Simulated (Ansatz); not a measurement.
A first, cheap relaxation of `[SiH3][Te]` radical.

```yaml
crystal:
  periodic: [false, false, false]
  atoms:
    - {symbol: Si, position_ang: [-0.132600, 0.029900, -0.059800]}
    - {symbol: Te, position_ang: [1.937300, -0.919900, 0.761200]}
    - {symbol: H, position_ang: [-1.200400, 0.110300, 1.004400]}
    - {symbol: H, position_ang: [-0.627500, -0.730100, -1.182500]}
    - {symbol: H, position_ang: [0.073200, 1.436100, -0.564800]}
basis:
  gaussian: {orbitals: def2-SVP}
magnetization: {spin_polarized: true, initial_magnetization: 1}
hamiltonian: {xc: pbe, dispersion: d4}
relax: {f_tol: 0.03, max_steps: 200}
```

```sh
$ ansatz run in.yaml --threads 2 --pin off --events-out ev --progress --plain --max-ram 22528MiB --backend cpu
```

Shortened log:

```
Functional definition: PBE
mean field -15212.16386902 eV, -559.0367110114 hartree, gradient 4.5e-9 eV, S^2 0.751751; 3 other end points of the search recorded, 0 dependent functions left out
relax step   1: F+E_penalty+E_count = -15212.26029484 eV  Δ(F+E_penalty+E_count) = +0.000e0 eV  max|allowed force component| = 1.156e0 eV/Å  Δτ_max = 0.0000 Å  (179 SCF iters, accepted)
mean field -15212.24565597 eV, -559.0397166263 hartree, gradient 9.2e-6 eV, S^2 0.751976; 0 other end points of the search recorded, 0 dependent functions left out
relax step   2: F+E_penalty+E_count = -15212.34048003 eV  Δ(F+E_penalty+E_count) = -8.019e-2 eV  max|allowed force component| = 3.152e-1 eV/Å  Δτ_max = 0.0888 Å  (47 SCF iters, accepted)
mean field -15212.25492712 eV, -559.0400573349 hartree, gradient 5.2e-6 eV, S^2 0.751906; 0 other end points of the search recorded, 0 dependent functions left out
relax step   3: F+E_penalty+E_count = -15212.35023628 eV  Δ(F+E_penalty+E_count) = -9.756e-3 eV  max|allowed force component| = 7.462e-2 eV/Å  Δτ_max = 0.0403 Å  (49 SCF iters, accepted)
mean field -15212.25543393 eV, -559.0400759600 hartree, gradient 8.7e-7 eV, S^2 0.751899; 0 other end points of the search recorded, 0 dependent functions left out
relax step   4: F+E_penalty+E_count = -15212.35074870 eV  Δ(F+E_penalty+E_count) = -5.124e-4 eV  max|allowed force component| = 1.947e-2 eV/Å  Δτ_max = 0.0060 Å  (46 SCF iters, accepted)
mean field -15212.25573468 eV, -559.0400870121 hartree, gradient 2.6e-6 eV, S^2 0.751898; 0 other end points of the search recorded, 0 dependent functions left out
relax step   5: F+E_penalty+E_count = -15212.35105151 eV  Δ(F+E_penalty+E_count) = -3.028e-4 eV  max|allowed force component| = 3.636e-2 eV/Å  Δτ_max = 0.0084 Å  (54 SCF iters, accepted)
mean field -15212.25620904 eV, -559.0401044447 hartree, gradient 1.9e-6 eV, S^2 0.751898; 0 other end points of the search recorded, 0 dependent functions left out
relax step   6: F+E_penalty+E_count = -15212.35152742 eV  Δ(F+E_penalty+E_count) = -4.759e-4 eV  max|allowed force component| = 4.691e-2 eV/Å  Δτ_max = 0.0100 Å  (53 SCF iters, accepted)
mean field -15212.25673260 eV, -559.0401236850 hartree, gradient 6.0e-6 eV, S^2 0.751899; 0 other end points of the search recorded, 0 dependent functions left out
relax step   7: F+E_penalty+E_count = -15212.35205420 eV  Δ(F+E_penalty+E_count) = -5.268e-4 eV  max|allowed force component| = 4.980e-2 eV/Å  Δτ_max = 0.0107 Å  (50 SCF iters, accepted)
mean field -15212.25196028 eV, -559.0399483057 hartree, gradient 7.5e-6 eV, S^2 0.751930; 0 other end points of the search recorded, 0 dependent functions left out
relax step   8: F+E_penalty+E_count = -15212.34727640 eV  Δ(F+E_penalty+E_count) = +4.778e-3 eV  max|allowed force component| = 1.225e-1 eV/Å  Δτ_max = 0.0715 Å  (49 SCF iters, rejected (line search))
mean field -15212.25719374 eV, -559.0401406317 hartree, gradient 9.8e-6 eV, S^2 0.751907; 0 other end points of the search recorded, 0 dependent functions left out
relax step   9: F+E_penalty+E_count = -15212.35252508 eV  Δ(F+E_penalty+E_count) = -4.709e-4 eV  max|allowed force component| = 1.910e-2 eV/Å  Δτ_max = 0.0250 Å  (46 SCF iters, accepted)
mean field -15212.25719374 eV, -559.0401406317 hartree, gradient 9.8e-6 eV, S^2 0.751907; 4 other end points of the search recorded, 0 dependent functions left out
Total energy: -15212.35255378 eV, -559.0436450484 hartree
Atom 0 at    -0.173688     0.030718    -0.068097 Å, force     0.010387     0.019097    -0.004502 eV/Å
Atom 1 at     2.004622    -0.875025     0.783651 Å, force    -0.009415    -0.008911     0.001713 eV/Å
Atom 2 at    -1.226295     0.102836     1.004170 Å, force     0.004331    -0.004626     0.007453 eV/Å
Atom 3 at    -0.709627    -0.759745    -1.230334 Å, force     0.005414    -0.006894    -0.001085 eV/Å
Atom 4 at     0.154988     1.427515    -0.530889 Å, force    -0.010716     0.001335    -0.003579 eV/Å
Dipole moment:    -0.092396     0.033247    -0.034218 e Å
```

Hardware: 2 threads of an AMD EPYC 7R13 on a shared host. Wall time 19 s, peak host memory 0.31 GiB.
